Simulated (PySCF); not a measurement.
Run record: excited-state job, `COC(=O)C1C=CC=C1`.

Computed with TDDFT CAM-B3LYP/def2-SVPD, vertical, gas phase, core orbitals frozen in the response (PySCF 2.14.0, density-fitted response routines). Geometry: PBE0-D3(BJ)/def2-SVP. The input is one job of a driver script: a line of settings, then coordinates in Å.

Input:
```
{"job": {"kind": "uv", "xc": "CAM-B3LYP", "basis": "def2-SVPD", "dynamic": true, "nstates": 6, "ntriplets": 0}, "charge": 0, "multiplicity": 1}
C      3.068158    -0.103785     0.177851
O      1.741586     0.252713    -0.170227
C      0.791972    -0.623475     0.178305
O      1.019830    -1.661165     0.736891
C     -0.573454    -0.132792    -0.256266
C     -0.926128     1.253726     0.211029
C     -2.136165     1.211272     0.803995
C     -2.635301    -0.166457     0.794710
C     -1.727912    -0.967293     0.200802
H      3.166448    -0.231804     1.265895
H      3.708523     0.716188    -0.167176
H      3.361704    -1.046075    -0.308087
H     -0.544236    -0.121540    -1.366144
H     -0.283144     2.119670     0.059415
H     -2.670869     2.062828     1.228289
H     -3.591704    -0.482589     1.214362
H     -1.783415    -2.046029     0.061075
```

Task: Give the output.

Result: 
```
coarse grid: 14736 points
cycle   1  E = -421.2195281896  dE =  1.753e+00  |g| = 9.187e-01  |ddm| = 8.479e+00
cycle   2  E = -421.0370302434  dE =  1.825e-01  |g| = 1.403e+00  |ddm| = 2.982e+00
cycle   3  E = -421.3869601043  dE = -3.499e-01  |g| = 1.705e-01  |ddm| = 1.865e+00
cycle   4  E = -421.3915091875  dE = -4.549e-03  |g| = 8.102e-02  |ddm| = 3.070e-01
cycle   5  E = -421.3926883412  dE = -1.179e-03  |g| = 1.415e-02  |ddm| = 1.109e-01
cycle   6  E = -421.3927337302  dE = -4.539e-05  |g| = 4.830e-03  |ddm| = 5.288e-02
cycle   7  E = -421.3927401036  dE = -6.373e-06  |g| = 1.182e-03  |ddm| = 1.335e-02
final grid: 143848 points
cycle   8  E = -421.4860684906  dE = -3.992e-05  |g| = 4.088e-03  |ddm| = 1.134e-01
cycle   9  E = -421.4860679545  dE =  5.361e-07  |g| = 4.621e-03  |ddm| = 2.129e-02
cycle  10  E = -421.4860724291  dE = -4.475e-06  |g| = 6.134e-04  |ddm| = 9.151e-03
cycle  11  E = -421.4860724974  dE = -6.830e-08  |g| = 2.459e-04  |ddm| = 1.526e-03
cycle  12  E = -421.4860725088  dE = -1.142e-08  |g| = 1.031e-04  |ddm| = 6.469e-04
cycle  13  E = -421.4860725109  dE = -2.108e-09  |g| = 1.914e-05  |ddm| = 1.476e-04
cycle  14  E = -421.4860725110  dE = -9.220e-11  |g| = 6.332e-06  |ddm| = 6.305e-05
converged SCF energy = -421.4860725110

Static polarisability (au): isotropic 85.100, principal 63.570 85.355 106.376

Singlet excitations
state   eV       nm        f      main configurations
  1   4.9928    248.3   0.05733   H->L 0.98
  2   5.8183    213.1   0.01116   H->L+1 0.32, H-1->L+1 0.23, H-1->L+2 0.17
  3   6.2071    199.7   0.00376   H->L+1 0.45, H-1->L+1 0.17, H-1->L+2 0.14
  4   6.6309    187.0   0.00531   H->L+3 0.47, H->L+2 0.30, H-1->L 0.11
  5   6.7464    183.8   0.04805   H-1->L 0.58
  6   7.2362    171.3   0.02731   H->L+4 0.37, H-3->L 0.24, H-1->L 0.12
```

The SCF starts on a coarse grid where the log names one; the energy can jump when the final grid takes over, and dE then counts from the start density on the new grid. H and L stand for HOMO and LUMO; the number after each pair is its weight.

Task: Give S1 in cm⁻¹ and kJ/mol.

Result: 4.9928 eV × 8065.54 = 40270 cm⁻¹; × 96.485 = 481.7 kJ/mol.

Task: How does the lowest singlet excitation compare with the HOMO–LUMO gap?

Result: HOMO -7.86 eV and LUMO 0.21 eV give a gap of 8.07 eV; S1 at 4.99 eV lies 3.08 eV below it.

Main results: HOMO -7.86 eV, LUMO 0.21 eV; lowest singlet 4.99 eV; mean polarisability 85.1 au.

The run took about 2.2 min of CPU time (one thread, shared machine).

One conformer stands for the species.
Labels such as C1 count atoms from 1, the log's own numbers from 0.
